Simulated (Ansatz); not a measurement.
Potential energy curve for SMILES CC(C)N([SiH3])C(C)C. The N1–Si22 bond (N1 also carries C, C; Si22 carries H, H, H) is varied alone, starting from the PBE0/def2-SVP optimised geometry. Each curve is given relative to its own lowest point near equilibrium.

```json
[
 {"R / Å": "1.44", "A": "215.6", "B": "210.2", "C": "199.8"},
 {"R / Å": "1.54", "A": "84.3", "B": "80.5", "C": "73.1"},
 {"R / Å": "1.62", "A": "29.4", "B": "27.1", "C": "22.5"},
 {"R / Å": "1.68", "A": "8.4", "B": "7.2", "C": "4.9"},
 {"R / Å": "1.74", "A": "0.0", "B": "0.0", "C": "0.0"},
 {"R / Å": "1.79", "A": "0.3", "B": "1.3", "C": "3.3"},
 {"R / Å": "1.88", "A": "13.0", "B": "15.8", "C": "21.5"},
 {"R / Å": "1.95", "A": "30.3", "B": "34.6", "C": "43.1"},
 {"R / Å": "2.08", "A": "72.4", "B": "79.2", "C": "93.3"},
 {"R / Å": "2.30", "A": "153.7", "B": "164.8", "C": "188.4"},
 {"R / Å": "2.54", "A": "237.4", "B": "252.9", "C": "286.9"},
 {"R / Å": "2.84", "A": "313.3", "B": "342.0", "C": "368.5"},
 {"R / Å": "3.19", "A": "341.7", "B": "410.0", "C": "374.1"},
 {"R / Å": "3.64", "A": "345.7", "B": "445.2", "C": "375.7"},
 {"R / Å": "4.30", "A": "350.0", "B": "462.1", "C": "379.3"},
 {"R / Å": "5.07", "A": "352.7", "B": "468.9", "C": "381.6"}
]
```

Energies in kJ/mol.

**Question.** Assign the columns to these levels of theory: Ansatz (a program for electronic structure) with restricted PBE/def2-SVP; unrestricted BLYP/def2-SVP run with Ansatz; unrestricted PBE0/def2-SVP in Ansatz.

**Answer.** A is UKS-BLYP; B is RKS-PBE; C is UKS-PBE0.

The unrestricted determinant behind UKS-PBE0, UKS-BLYP is spin-contaminated at 2.84 to 5.07 Å (<S²> up to 1.0, against 0.00 for a pure singlet). The restricted form behind RKS-PBE keeps the bonding electrons paired and can't separate into open-shell fragments. The unrestricted solution behind UKS-BLYP changes between 2.84 and 3.19 Å, which can leave a kink.
